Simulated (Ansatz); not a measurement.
Program: Ansatz. Geometries: PBE0-D4/def2-TZVP. ΔE: electronic, gas phase. CBS: MP2 limit from def2 TZ/QZ plus the TZ coupled-cluster correction, frozen cores. This one scheme is used for every species. Functionals use def2-TZVPP. One conformer a species, not always the lowest.

Consider the hydrogenolysis of the Si–Cl bond: `O=C=N[SiH2]Cl` + H₂ → `O=C=N[SiH3]` + HCl.

```
        species  r2SCANh-D4 energy (Eh)
`O=C=N[SiH2]Cl`              -919.01296
             H₂                -1.17099
  `O=C=N[SiH3]`              -459.36659
            HCl              -460.78460
```

(1) Work out ΔE.

Largest T1 diagnostic among the species: 0.016.

Results:

(1) ΔE = (-459.36659) + (-460.78460) − (-919.01296) − (-1.17099) = 0.03276 Eh = +86.0 kJ/mol. CCSD(T)/CBS gives +82.5 kJ/mol.

In def2-TZVPP, CCSD(T) changes the Hartree–Fock value by +9.5 kJ/mol (the triples alone add +3.9 kJ/mol) and MP2 by +19.3 kJ/mol. Leaving LDA and LC-ωPBE aside and taking each functional with its dispersion term where it has one, the values, not all of them listed here, spread over 10.4 kJ/mol, from CAM-B3LYP-D4 to r2SCAN-D4. At CCSD(T), def2-SVP lies −19.7 kJ/mol from the extrapolated value and def2-TZVPP −5.5 kJ/mol.
